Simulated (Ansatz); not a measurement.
Reactions of `[OH][GeH]([GeH3])[GeH3]`.

Computed with Ansatz on PBE0-D4/def2-TZVP structures; ΔE is electronic, products minus reactants. CBS: MP2 limit from def2 TZ/QZ plus the TZ coupled-cluster correction, frozen cores. This one scheme is used for every species. Functionals use def2-TZVPP. B3LYP here is the variant with VWN-RPA as its local correlation; programs differ in this. Elements past krypton have def2 core potentials. For Ge, Te outer-core shells are correlated without core-valence functions, which leaves a few kJ/mol of doubt a bond. Scalar relativity is left out up to krypton. One conformer a species, not always the lowest.

| reaction | B2PLYP (eV) | ωB97X-V (eV) | B3LYP-D4 (eV) | CCSD(T)/CBS(def2) (eV) |
| --- | --- | --- | --- | --- |
| `[OH][GeH]([GeH3])[GeH3]` + `[GeH3][TeH]` → `[GeH3][Te][GeH3]` + `[OH][GeH2][GeH3]` | -0.36 | -0.36 | -0.34 | -0.38 |
| `[OH][GeH]([GeH3])[GeH3]` + `OC[TeH]` → `[GeH3][O]C[TeH]` + `[OH][GeH2][GeH3]` | 0.13 | 0.12 | 0.19 | 0.18 |
| `[OH][GeH]([GeH3])[GeH3]` + `N[SiH2]S` → `N[SiH2][S][GeH3]` + `[OH][GeH2][GeH3]` | -0.18 | -0.20 | -0.15 | -0.18 |
| `[OH][GeH]([GeH3])[GeH3]` + HCl → `[Cl][GeH3]` + `[OH][GeH2][GeH3]` | -0.42 | -0.43 | -0.36 | -0.34 |
| `[OH][GeH]([GeH3])[GeH3]` + `C=CN[SiH2]Cl` → `C=C[N]([GeH3])[SiH2]Cl` + `[OH][GeH2][GeH3]` | 0.30 | 0.25 | 0.31 | 0.23 |
| `[OH][GeH]([GeH3])[GeH3]` + `N[SiH2][SiH3]` → `[SiH3][SiH2][NH][GeH3]` + `[OH][GeH2][GeH3]` | 0.25 | 0.23 | 0.29 | 0.25 |

Largest T1 diagnostic: 0.012, for `[OH][GeH]([GeH3])[GeH3]`.
